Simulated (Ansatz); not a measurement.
Molecule: CHS, net charge 0, doublet state. It need not be the lowest isomer of its formula. SMILES: [C]S
Structure (B3LYP-D3(BJ)/def2-TZVP (Ansatz, a quantum-chemistry and plane-wave program) minimum search):
```
S
C 1 1.6417
H 1 1.3772 2 103.75
```
Charge 0, spin multiplicity 2.

Atomisation energy built up term by term with Ansatz (kcal/mol; UHF references for open shells; valence terms freeze the core; atomic spin-orbit terms are left out). CBS marks a two-point X^-3 extrapolation of the correlation energy; Hartree-Fock from the larger set.

```tsv
term	basis	kcal/mol
Hartree-Fock	aug-cc-pV(Q+d)Z	114.73
CCSD correlation	CBS(aug-cc-pV(T+d)Z,aug-cc-pV(Q+d)Z)	63.90
(T)	CBS(aug-cc-pV(T+d)Z,aug-cc-pV(Q+d)Z)	6.95
CCSDT - CCSD(T)	cc-pV(D+d)Z	0.48
(Q)	cc-pV(D+d)Z	0.41
core correlation	cc-pwCVTZ	0.76
scalar relativity (X2C)	cc-pVTZ-DK against cc-pVTZ	-0.33
sum: De		186.9
```

(T) makes 3.7 % of the CCSD(T) atomisation energy; under 5 % is typical of single-reference molecules.
